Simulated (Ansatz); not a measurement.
A nudged elastic band was laid between two geometries of BH₄OSb (7 atoms, charge 0, multiplicity 1).

The calculation used Ansatz 0.2.0, RKS PBE0-D4/def2-SVP.

* movable images: 5
* climbing image: yes
* spring: 5.0 eV/Å²
* optimiser: quadratic models (default)
* start path: IDPP
* force threshold: 0.05 eV/Å
* iteration limit: 49
* end points: relaxed

Image 0:

```xyz
7
Properties=species:S:1:pos:R:3
O -1.339 -0.780 -0.701
B -0.012 -0.576 -0.730
Sb 1.028 1.194 0.240
H -1.826 -0.139 -0.171
H 0.644 -1.374 -1.363
H -0.265 1.460 1.346
H 1.831 0.146 1.333
```

Image 6:

```xyz
7
Properties=species:S:1:pos:R:3
O -0.941 0.095 -1.413
B -0.019 -0.590 -0.718
Sb 0.314 -0.374 1.519
H -1.424 0.749 -0.895
H 0.629 -1.403 -1.339
H -0.384 1.201 1.556
H 1.886 0.254 1.244
```

Q: What changes between the two ends?

A: No bond is made or broken. The height of Sb3 over the plane of its neighbours goes from 1.04 to -1.04 Å. The two ends are copies of one structure, up to a mirror image or an exchange of like atoms.

Q: Give the energies along the band, and the barrier.

A: The run converged. The highest image is number 3 of 0 to 6, 1.07 eV above the ends, which have the same energy within 2 meV. A vibrational analysis at the climbing image gives one clearly imaginary mode, 594i cm⁻¹: a first-order saddle point.

| image | path coordinate (Å) | energy (eV) | height of Sb3 over the plane of its neighbours (Å) |
| --- | --- | --- | --- |
| 0 | 0.00 | 0.00 | 1.04 |
| 1 | 0.58 | 0.02 | 0.99 |
| 2 | 1.17 | 0.36 | 0.64 |
| 3 | 1.75 | 1.07 | 0.00 |
| 4 | 2.34 | 0.36 | -0.64 |
| 5 | 2.92 | 0.02 | -0.99 |
| 6 | 3.50 | 0.00 | -1.04 |

Q: What is the geometry of the highest image?

A: 
```xyz
7
Properties=species:S:1:pos:R:3
O -1.193 -0.178 -1.529
B -0.043 -0.460 -0.890
Sb 0.560 0.254 1.037
H -1.810 0.404 -1.077
H 0.775 -1.183 -1.401
H -0.247 1.268 2.095
H 2.019 -0.174 1.719
```

Q: What are the harmonic wavenumbers there?

A: 594i, 213, 310, 380, 525, 564, 771, 781, 959, 1109, 1352, 2095, 2135, 2658, 3923 cm⁻¹.

The band took 9 iterations and roughly 5 core-minutes.

The run took 7.4 min on 1 thread of Intel(R) Xeon(R) Processor @ 2.50GHz (Skylake/Cascade Lake), on a shared host, peak memory 0.15 GiB.
